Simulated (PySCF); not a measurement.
Computed shifts of a molecule C8H8, PBE/pcSseg-1 (PySCF), GIAO, gas phase, equivalent atoms averaged, in ppm (number of nuclei): ¹³C: 149.9 (2), 139.0 (2), 131.3 (2), 120.6 (2). ¹H: 6.52 (2), 6.21 (2), 6.16 (2), 5.40 (2). References: ¹³C against TMS (σ = 182.0 ppm); ¹H against TMS (σ = 31.49 ppm), references at their B3LYP-D3(BJ)/def2-TZVP geometries, non-relativistic. Geometry optimised at ωB97X-D3(BJ)/def2-SVP. The values are those of a single conformer.

Identify the compound among the candidates.
A. C#CC(=C=C)/C=C\C
B. C#C/C=C/CC#CC
C. C#C/C=C1\C=CCC1
D. C=c1ccccc1=C

D, C=c1ccccc1=C
